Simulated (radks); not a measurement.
Task: Hg, 80 electrons, occupied as [Hg]. Calculated with a radial shooting solver on a logarithmic mesh with Libxc functionals: Dirac Kohn-Sham, PBE, spin-unpolarised, spherical densities, finite nucleus; Fermi nuclear charge, rms radius 5.4648 fm. Some entries of the table are withheld. Estimate them.

| orbital | occ. | eigenvalue (Ry) | <1/r> (bohr^-1) | <r^2> (bohr^2) |
|---|---|---|---|---|
| 1s1/2 | 2 | -6100.095 | 97.50 | 0.0003810 |
| 2s1/2 | 2 | -1080.317 | 24.02 | 0.005741 |
| 2p1/2 | 2 | -1036.838 | (1) | 0.004054 |
| 2p3/2 | 4 | -893.6948 | (2) | 0.005240 |
| 3s1/2 | 2 | -256.3364 | 8.814 | 0.03725 |
| 3p1/2 | 2 | -236.6746 | 8.729 | 0.03392 |
| 3p3/2 | 4 | -204.9687 | 7.537 | 0.04031 |
| 3d3/2 | 4 | -172.2951 | 7.435 | 0.03086 |
| 3d5/2 | 6 | -165.5009 | 7.166 | 0.03260 |
| 4s1/2 | 2 | -56.35444 | (3) | 0.1800 |
| 4p1/2 | 2 | -47.90945 | 3.625 | 0.1833 |
| 4p3/2 | 4 | -40.25413 | 3.212 | 0.2154 |
| 4d3/2 | 4 | -26.42321 | 3.011 | 0.2264 |
| 4d5/2 | 6 | -24.99582 | 2.916 | 0.2377 |
| 5s1/2 | 2 | -8.65789 | 1.523 | 0.9142 |
| 4f5/2 | 6 | -7.20002 | 2.553 | 0.2773 |
| 4f7/2 | 8 | -6.89187 | 2.516 | 0.2851 |
| 5p1/2 | 2 | -5.87089 | 1.397 | 1.068 |
| 5p3/2 | 4 | -4.52871 | 1.244 | 1.294 |
| 5d3/2 | 4 | -0.80853 | 0.9108 | 2.538 |
| 5d5/2 | 6 | -0.67366 | 0.8689 | 2.807 |
| 6s1/2 | 2 | -0.50151 | 0.4746 | 8.392 |
| 6p1/2 | 0 | -0.11431 | 0.3219 | 19.41 |

Result: 
(1) 2p1/2 <1/r> (bohr^-1): 23.98
(2) 2p3/2 <1/r> (bohr^-1): 19.41
(3) 4s1/2 <1/r> (bohr^-1): 3.734
